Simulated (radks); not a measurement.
Excited configurations of K XVI: one electron is placed in a higher orbital outside [He] 2s1. The ground configuration is [He] 2s2. All-electron calculation, non-relativistic Kohn-Sham, LDA (Slater exchange, Perdew-Wang correlation), spin-polarised, spherical densities, point nucleus; open shells are filled with parallel spins first. Program: a radial shooting solver on a logarithmic mesh with Libxc functionals. Excitation = E - E(ground); binding = E(ion) - E, where the ion is the core of charge +16; n* = 16/sqrt(2 binding) in atomic units, and the quantum defect is n - n*.

\begin{tabular}{lrrrr}
outer orbital & excitation (eV) & binding (eV) & eigenvalue (eV) & <r> (bohr) \\ \hline
2p & 25.977 & 931.25 & -894.86 & 0.2952 \\
3p & 553.17 & 404.05 & -391.36 & 0.7490 \\
3d & 561.71 & 395.52 & -379.83 & 0.6388 \\
4p & 731.76 & 225.46 & -219.05 & 1.391 \\
4d & 734.96 & 222.26 & -215.23 & 1.287 \\
4f & 738.77 & 218.46 & -210.45 & 1.116 \\
5d & 815.18 & 142.04 & -137.98 & 2.119 \\
5f & 816.76 & 140.46 & -136.04 & 1.952 \\
6s & 856.56 & 100.66 & -98.130 & 3.254 \\
6d & 858.68 & 98.544 & -95.891 & 3.138 \\
6f & 859.48 & 97.739 & -94.917 & 2.974 \\
7d & 884.87 & 72.357 & -70.485 & 4.343 \\
\end{tabular}

The Delta-SCF ionisation energy is 957.22 eV (NIST Atomic Spectra Database: 967.7 eV, semi-empirical). Self-interaction in the functional shifts the binding energies and quantum defects, so they are the method's values and not measured ones.
